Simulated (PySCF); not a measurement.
Species: 1,1-dibromoethane, C2H4Br2.
SMILES: `BrC(Br)C`

Method used: EOM-IP-CCSD/aug-cc-pVDZ in PySCF, restricted Hartree–Fock reference, frozen core, non-relativistic, gas phase, PBE0-D3(BJ)/def2-SVP geometry.

Hartree–Fock orbital energies give these Koopmans values (eV): HOMO 10.85, HOMO-1 11.24, HOMO-2 11.50, HOMO-3 11.72, HOMO-4 13.62, HOMO-5 14.41, HOMO-6 15.85, HOMO-7 16.75.

What vertical ionisation energies does EOM-IP-CCSD give?

| leading hole (HF orbital) | Koopmans (eV) | EOM-IP-CCSD (eV) | change (eV) | one-hole share |
| --- | --- | --- | --- | --- |
| HOMO | 10.85 | 10.17 | -0.68 | 0.96 |
| HOMO-1 | 11.24 | 10.49 | -0.75 | 0.96 |
| HOMO-2 | 11.50 | 10.75 | -0.75 | 0.96 |
| HOMO-3 | 11.72 | 10.99 | -0.73 | 0.96 |
| HOMO-4 | 13.62 | 12.94 | -0.68 | 0.96 |
| HOMO-5 | 14.41 | 13.44 | -0.97 | 0.95 |
| HOMO-6 | 15.85 | 14.49 | -1.36 | 0.95 |
| HOMO-7 | 16.75 | 15.61 | -1.14 | 0.95 |

Does the order of the lines follow the orbital energies?

Yes, no two lines change places. The corrections run from -1.36 to -0.68 eV, with a mean of -0.88 eV over the 8 lines; no line lies above its Koopmans value. Koopmans values leave out both the relaxation of the orbitals and the change in correlation energy.

At what kinetic energies would He I light (21.22 eV) eject these electrons?

11.05 eV (HOMO), 10.73 eV (HOMO-1), 10.47 eV (HOMO-2), 10.23 eV (HOMO-3), 8.28 eV (HOMO-4), 7.78 eV (HOMO-5), 6.73 eV (HOMO-6), 5.61 eV (HOMO-7).

One root was sought for each valence orbital with −ε under 21 eV, eight at most, so deeper holes and satellites are missing; no vibrational structure.

Time: 5.9 min wall. Hardware: an Arm Neoverse V2 with one thread (shared host).
